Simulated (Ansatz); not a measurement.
Au4O2⁻, relaxed as a doublet with UKS r2SCAN-D4/def2-SVPD in Ansatz, starting from the GFN1-xTB geometry. Force threshold 0.02 eV/Å.

In the def2 sets Au takes a core potential; there is no spin–orbit coupling. Another isomer (doublet) lies 0.53 eV lower at PBE0-D4/def2-TZVPD; other spin states weren't run for this one.

Start:

```
atom    x (Å)    y (Å)    z (Å)
 Au1   0.7678  -1.4974  -1.5969
 Au2   0.7556  -3.8233  -2.4541
 Au3   0.0168   1.3923   0.5175
 Au4  -1.6328   0.9730   2.5111
  O5  -0.6609   2.5537   1.9138
  O6   0.7533   0.4017  -0.8915
```

```
        step  energy (eV)  largest force component (eV/Å)  SCF passes
           1  -18871.1629                           2.003          76
           2  -18871.5292                           0.598          44
           3  -18871.6334                           0.616          38
           4  -18871.6960                           0.154          37
           5  -18871.7097                           0.039          36
           6  -18871.7107                           0.008          31
7 (rejected)  -18871.7106                           0.042          30
           8  -18871.7113                           0.010          31
           9  -18871.7114                           0.011          31
```

Force components are those of the run's own axes.

End:

Cartesian coordinates in Å:
```
Au 0.798 -1.246 -1.545
Au 0.443 -3.710 -2.006
Au 0.164 1.331 0.291
Au -1.803 0.776 2.703
O -0.738 2.138 1.804
O 1.135 0.710 -1.246
```

By distances, no bond broke or formed, bridged metal pairs apart. The bond that changes most is Au1–Au2, from 2.48 to 2.53 Å (atoms count from 1). Metal–metal contacts that move far: Au3–Au4 2.62 to 3.16 Å.

The force fell under the threshold at step 6, but the optimiser went on. No frequencies were taken in this run, so the end may be a saddle point.

It took 93 s on 4 threads of Arm Neoverse V1 on a shared host.
